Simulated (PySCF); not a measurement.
## Static response to an electric field

Species: C₅H₁₁NOS.
Cartesian coordinates in Å at the GFN2-xTB level; atoms count from 1:
```xyz
19
C5H11NOS angstrom
C     -1.9130   -0.7492   -0.2520
N     -1.0868    0.3926    0.0479
C     -1.7995    1.6510    0.0710
C      0.2312    0.3786    0.3434
O      0.8390    1.4050    0.5980
C      0.9242   -0.9794    0.3398
C      2.3921   -0.8513    0.7255
S      3.3727   -0.0086   -0.5639
H     -1.3233   -1.6467   -0.4027
H     -2.6242   -0.9260    0.5614
H     -2.4816   -0.5524   -1.1645
H     -2.6063    1.6138    0.8062
H     -1.0980    2.4372    0.3408
H     -2.2233    1.8641   -0.9127
H      0.4263   -1.6381    1.0563
H      0.8538   -1.4207   -0.6574
H      2.8450   -1.8350    0.8415
H      2.5033   -0.2829    1.6480
H      2.7586    1.1573   -0.4037
```

Level: PBE0/def2-SVPD (PySCF), static field, nuclei fixed, core orbitals frozen in the response. The polarisability tensor in these axes (au):

```
x   116.89   0.52   0.44
y     0.52  89.18  -1.24
z     0.44  -1.24  77.51
```

Q: What are the eigenvalues, a third of the trace, and Δα (Δα² = ½Σ(αi − αj)² over the three pairs)?

A: Principal values 77.37, 89.31 and 116.90 au; mean 94.53 au = 14.01 Å³ = 15.59 × 10⁻⁴⁰ C²·m²/J; Δα = 35.12 au (37 % of the mean).

Q: What is the dipole moment, and where does it point?

A: (-4.47, -2.30, 0.33) D, 5.04 D in size, pointing from the negative to the positive side. Measured along this direction, the outermost atoms are S8 and H19 at the negative end and H10 at the positive end.

Q: Sum over states: ᾱ = Σ f/ω², ω in Eh. What share falls to these 6 lowest TDDFT singlets (eV, f)? 5.58, 0.0072; 5.82, 0.0014; 5.89, 0.0038; 6.12, 0.0330; 6.41, 0.0287; 6.51, 0.0339.

A: They add up to 2.04 au, 2.2 % of the 94.53 au; the largest single term is 0.65 au, from the state at 6.12 eV. Terms in order: 0.17, 0.03, 0.08, 0.65, 0.52, 0.59 au. Higher excitations give the rest. The strengths listed sum to 0.108.

Q: Refractivity n − 1 of an ideal gas of it at 273.15 K and 1 atm, from the electronic α?

A: N = p/kT = 2.6868 × 10¹⁹ cm⁻³, so n − 1 = 2π × N × 14.01 × 10⁻²⁴ cm³ = 2365 × 10⁻⁶ at long wavelengths.

Q: Give the eigenvalues of the traceless quadrupole moment Θ = ½Σq(3rr − r²1), origin at the centre of nuclear charge.

A: -5.81, -1.09, 6.90 D·Å. The values depend on the origin, since the dipole doesn't vanish. The electronic extent ⟨r²⟩ about the same centre is 1510 bohr², a root-mean-square distance of 2.42 Å for the 72 electrons.

Q: What depolarisation ratio follows for Rayleigh scattering of linearly polarised light, taking the static tensor?

A: ρ = 3Δα²/(45ᾱ² + 4Δα²) = 3700.6/(402087 + 4934.2) = 0.00909.

One conformer (not necessarily the lowest) at the GFN2-xTB geometry, without solvent, vibrations or thermal averaging.
